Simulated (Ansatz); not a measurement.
`[F][GeH]([Cl])[O][SiH3]` + H₂ → `[F][GeH2][O][SiH3]` + HCl at 600 K and 1 bar (hydrogenolysis of a Ge–Cl bond).

Calculated with Ansatz (gas phase, PBE0-D4/def2-TZVP geometries, no zero-point term in ΔE). CCSD(T)/CBS is the MP2 limit (def2-TZVPP, def2-QZVPP) plus CCSD(T) − MP2 in def2-TZVPP, frozen cores. This one scheme is used for every species. For Ge outer-core shells are correlated without core-valence functions, which leaves a few kJ/mol of doubt a bond. Scalar relativity is left out up to krypton. One conformer a species, not always the lowest.

| species | CCSD(T)/CBS energy (Eh) | H − E (kJ/mol) | S (J/(mol·K)) |
| --- | --- | --- | --- |
| `[F][GeH]([Cl])[O][SiH3]` | -3002.48481 | 174.8 | 492.3 |
| H₂ | -1.17544 | 43.9 | 150.8 |
| `[F][GeH2][O][SiH3]` | -2543.25592 | 184.5 | 446.6 |
| HCl | -460.38127 | 35.4 | 207.2 |

H − E and S are ideal-gas, rigid-rotor, harmonic terms from PBE0-D4/def2-TZVP, for one conformer and one mirror image of each species. The MP2-based limit puts H₂ 0.8 mEh under its directly extrapolated value; such offsets cancel only in part. 1 Eh = 2625.50 kJ/mol, R = 8.31446 J/(mol·K).

By hand: ΔE, ΔH, ΔS and ΔG.

ΔE = (-2543.25592) + (-460.38127) − (-3002.48481) − (-1.17544) = 0.02306 Eh = 60.5 kJ/mol. Δ(H − E) = 184.5 + 35.4 − 174.8 − 43.9 = 1.2, so ΔH = 61.7 kJ/mol. ΔS = 446.6 + 207.2 − 492.3 − 150.8 = 10.7 J/(mol·K). ΔG = 61.7 − 600 × (10.7)/1000 = 55.3 kJ/mol.

By hand: the equilibrium constant, and the temperature at which ΔG would vanish if ΔH and ΔS stayed fixed.

log₁₀ K = −ΔG/(RT ln 10) = -4.8. ΔG = 0 at ΔH/ΔS = 5766 K, far beyond where these terms or the molecules hold.

The number of gas molecules stays the same, so ΔS is small and ΔH decides. A doubt of 5 kJ/mol in ΔE shifts log₁₀ K by 0.4 here. Other conformers and mirror images would add mixing entropy, several J/(mol·K) or more a flexible species. Modes under 60 cm⁻¹, often nearly free rotors, make the harmonic entropy too high. These are equilibria of isolated gas molecules and say nothing of rates. Largest T1 diagnostic: 0.012 (customary marks: 0.02 for closed shells, 0.045 for open ones).
